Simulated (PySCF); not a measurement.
CBrCl2F, SMILES FC(Cl)(Cl)Br. Geometry optimised at PBE-D3(BJ)/def2-SVP.

Calculation: PBE-D3(BJ)/def2-SVP (PySCF 2.14.0).

Harmonic wavenumbers (cm⁻¹): 194, 207, 290, 325, 380, 489, 737, 786, 1108. Rotational constants (GHz): 2.360, 1.446, 1.150; symmetry number 1.

Question: Work out the zero-point energy and the ideal-gas rigid-rotor harmonic-oscillator thermochemistry at 298.15 K and 1 atm.

Answer: ZPE = ½ Σ hcν = ½ × 4516 cm⁻¹ = 27.01 kJ/mol. H − E(el) = 44.04 kJ/mol. Entropy in J/(mol K): translation 173.64, rotation 120.48, vibration 38.89, total 333.00. G − E(el) = -55.24 kJ/mol. Cp = 81.33 J/(mol K).
